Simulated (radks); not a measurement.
The mean radii <r> (bohr) of the occupied orbitals of an atom or ion are listed with their occupations. Method: non-relativistic Kohn-Sham, TPSS, spin-polarised, spherical densities, point nucleus; meta-GGA in the generalised Kohn-Sham scheme; computed with a radial shooting solver on a logarithmic mesh with Libxc functionals.

orbital  occ.      <r>
1s up       1  0.01845
1s down     1  0.01845
2s up       1  0.07760
2s down     1  0.07760
2p up       3  0.06555
2p down     3  0.06555
3s up       1   0.1951
3s down     1   0.1951
3p up       3   0.1857
3p down     3   0.1857
3d up       5   0.1619
3d down     5   0.1619
4s up       1   0.4264
4s down     1   0.4264
4p up       3   0.4292
4p down     3   0.4292
4d up       5   0.4337
4d down     5   0.4337
4f up       7   0.4442
4f down     7   0.4442
5s up       1   0.9509
5s down     1   0.9508
5p up       3    1.020
5p down     3    1.020
5d up       5    1.282
5d down     5    1.273
6s up       1    2.646
6s down     1    2.635
6p up       2    3.355

Name the element and its charge. Open shells, if any, are filled with parallel spins first.

Answer. Z = 82, lead, charge 0: Pb in [Hg] 6p2. The 1s radius gives Z: for a bare nucleus <r> = 1.5/Z, 0.01829 bohr for Z = 82, and screening makes it slightly larger (0.01845 here). The occupations add up to 82, and the charge is Z minus that.
